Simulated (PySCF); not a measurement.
All of these have the formula C7H10. Computed, not measured: PySCF 2.14.0, density-fitted response routines, TDDFT PBE0/def2-SVPD, vertical, gas phase, core orbitals frozen in the response. Geometries: GFN2-xTB; one conformer of each isolated species. Triplets are in the Tamm–Dancoff approximation. 'Strongest' means the level of largest summed f among the lowest 6 singlets; it needn't be the same kind of state in each.

Question: Rank by computed lowest singlet excitation energy, lowest first.
A. `CC#CC1CCC1`
B. `C=C/C=C\C=C/C`
C. `C#C/C=C(/C)CC`
D. `C=C=C=CCCC`

Answer: D (4.19 eV), B (4.69 eV), C (5.50 eV), A (6.46 eV).

```json
{"SMILES": "C=C=C=CCCC", "S1 (eV)": "4.19", "LUMO (eV)": "-1.33", "T1 (eV)": "2.70", "gap (eV)": "5.36", "first f ≥ 0.01 (nm)": "235", "f (strongest)": "0.56", "S1 mainly": "H-1→L (99%)"}
{"SMILES": "C=C/C=C\\C=C/C", "S1 (eV)": "4.69", "LUMO (eV)": "-1.26", "T1 (eV)": "2.48", "gap (eV)": "4.80", "first f ≥ 0.01 (nm)": "265", "f (strongest)": "0.95", "S1 mainly": "H→L (97%)"}
{"SMILES": "C#C/C=C(/C)CC", "S1 (eV)": "5.50", "LUMO (eV)": "-0.56", "T1 (eV)": "3.40", "gap (eV)": "6.04", "first f ≥ 0.01 (nm)": "226", "f (strongest)": "0.27", "S1 mainly": "H→L (70%)"}
{"SMILES": "CC#CC1CCC1", "S1 (eV)": "6.46", "LUMO (eV)": "0.74", "T1 (eV)": "5.38", "gap (eV)": "7.76", "first f ≥ 0.01 (nm)": "188", "f (strongest)": "0.06", "S1 mainly": "H→L+2 (53%)"}
```

H and L stand for HOMO and LUMO.

- `C=C=C=CCCC`: Löwdin shares by element: HOMO carbon 83% or more (atoms not listed hold the other 17%); LUMO carbon 82% or more (atoms not listed hold the other 18%).
- `C=C/C=C\C=C/C`: Löwdin shares by element: HOMO carbon 67% or more (atoms not listed hold the other 33%); LUMO carbon 66% or more (atoms not listed hold the other 34%).
- `C#C/C=C(/C)CC`: Löwdin shares by element: HOMO carbon 82% or more (atoms not listed hold the other 18%); LUMO carbon 76% or more (atoms not listed hold the other 24%).
- `CC#CC1CCC1`: Löwdin shares by element: HOMO (one of a set within 0.03 eV) carbon 83% or more (atoms not listed hold the other 17%); LUMO carbon 44% or more (atoms not listed hold the other 56%).
